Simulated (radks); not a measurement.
Charge is removed step by step from the 2s down level of neutral boron, starting from [He] 2s(up 1, down 1) 2p1. Method: non-relativistic Kohn-Sham, PBE, spin-polarised, spherical densities, point nucleus; open shells are filled with parallel spins first; computed with a radial shooting solver on a logarithmic mesh with Libxc functionals.

removed (e)	E - E(0) (eV)	eigenvalue (eV)
0	0.000	-8.701
0.25	2.422	-10.691
0.5	5.349	-12.724
0.75	8.783	-14.742

The mean slope of the eigenvalue, de/dn, is 8.05 eV per electron.
